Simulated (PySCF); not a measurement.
## Peak assignment

Bonds (- single, = double, # triple, : aromatic): C1-C2, C2-C3, C2-C4, C4=C5, C5-Si6, Si6-C7, C7=C8, C8-C4. C1 carries H9, H10, H11; C2 carries H12; C3 carries H13, H14, H15; C5 carries H16; Si6 carries H17, H18; C7 carries H19; C8 carries H20.

Theory: coordinates at the PBE0-D3(BJ)/def2-SVP level, B3LYP/pcSseg-1 with gauge-including orbitals, in PySCF 2.14.0 with density-fitted response routines (one conformer, gas phase, non-relativistic Hamiltonian, rapidly exchanging positions averaged).

δ = σ(ref) − σ, references computed at the same level: 13C (179.24 ppm), 1H (31.38 ppm) vs TMS.

Task: Assign these signals to the numbered atoms. 13C{1H} NMR (computed): δ 180.4, 156.7, 135.3, 122.6, 41.6, 23.7.

Result: 
| δ (ppm) | atoms | environment | reason |
| --- | --- | --- | --- |
| 180.4 | C4 | fully substituted alkene carbon | – |
| 156.7 | C8 | alkene CH | the olefinic region |
| 135.3 | C7 | alkene CH | – |
| 122.6 | C5 | alkene CH | – |
| 41.6 | C2 | allylic sp3 CH | a saturated carbon with 3 carbon neighbours and no heteroatom attached |
| 23.7 | C1/C3 | methyl carbon | a saturated carbon with 1 carbon neighbour and no heteroatom attached |

Task: Assign these signals to the numbered atoms. 1H NMR (400 MHz, computed): δ 7.21 (d, 1H), 6.23 (m, 1H), 5.62 (t, 1H), 4.54 (m, 2H), 2.50 (sept, 1H), 1.11 (d, 6H).

Result: 
7.21 → H20, hydrogen on an alkene CH: olefinic region
6.23 → H19, hydrogen on an alkene CH
5.62 → H16, hydrogen on an alkene CH
4.54 → H17/H18, hydrogen on a silicon bonded to 2 C, in a 5-membered ring
2.50 → H12, hydrogen on an allylic sp3 CH: allylic position
1.11 → H9/H10/H11/H13/H14/H15, hydrogen on a methyl carbon

Shifts are as computed. Against solution values, carbons near 30 ppm lie about +2 ppm off and those near 130 ppm about +6 ppm. Of 1309 compounds with measured shifts, 239 miss one by over three times the rms of a fit or turn the order of signals round; such compounds aren't used in these exercises. No couplings were computed; multiplicities are counted from neighbouring protons, with m where these are inequivalent, close in shift, in a saturated or five-membered ring or joined by F or P, and br s for small geminal =CH2 splittings.
